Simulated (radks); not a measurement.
All-electron atom: Os I in [Xe] 4f14 5d5.75 6s2 6p0.25 (fractional occupations, a model configuration). All-electron calculation, Dirac Kohn-Sham, BLYP, spin-unpolarised, spherical densities, point nucleus; open shells are shared between the two j in proportion to 2j + 1. Program: a radial shooting solver on a logarithmic mesh with Libxc functionals.

Normalised radial functions P(r) = r R(r) (large component), r in bohr:

```
   r/bohr * 6s1/2 (the largest magnitude, 0.661, reaches the edge; | marks zero)
 0.001485                             |*
 0.001743                             |*
 0.002045                             | *
   0.0024                             | *
 0.002817                             | *
 0.003305                             | *
 0.003879                             | *
 0.004588                             | *
 0.005385                             | *
 0.006319                             |  *
 0.007415                             |  *
 0.008702                             |  *
  0.01021                             | *
  0.01198                             | *
  0.01406                             | *
  0.01664                             |*
  0.01952                             *
  0.02291                             *
  0.02688                            *|
  0.03155                           * |
  0.03702                          *  |
  0.04345                         *   |
  0.05099                         *   |
  0.06031                          *  |
  0.07078                           * |
  0.08306                             *
  0.09747                             | *
   0.1144                             |   *
   0.1342                             |     *
   0.1575                             |    *
   0.1848                             |  *
   0.2187                             *
   0.2566                         *   |
   0.3011                      *      |
   0.3534                     *       |
   0.4147                       *     |
   0.4866                            *|
   0.5711                             |    *
   0.6702                             |          *
   0.7928                             |            *
   0.9303                             |          *
    1.092                             |    *
    1.281                          *  |
    1.503                 *           |
    1.764         *                   |
     2.07    *                        |
     2.43  *                          |
    2.874   *                         |
    3.373       *                     |
    3.958            *                |
    4.645                 *           |
    5.451                     *       |
    6.397                         *   |
    7.507                           * |
    8.809                            *|
    10.42                             *
    12.23                             *
    14.35                             *
    16.84                             *
```

6s1/2: eigenvalue -6.572 eV, 5 radial nodes at r = 0.0210, 0.0839, 0.217, 0.496, 1.20 bohr, <r> = 2.95 bohr, 90 % of the charge inside 4.40 bohr.
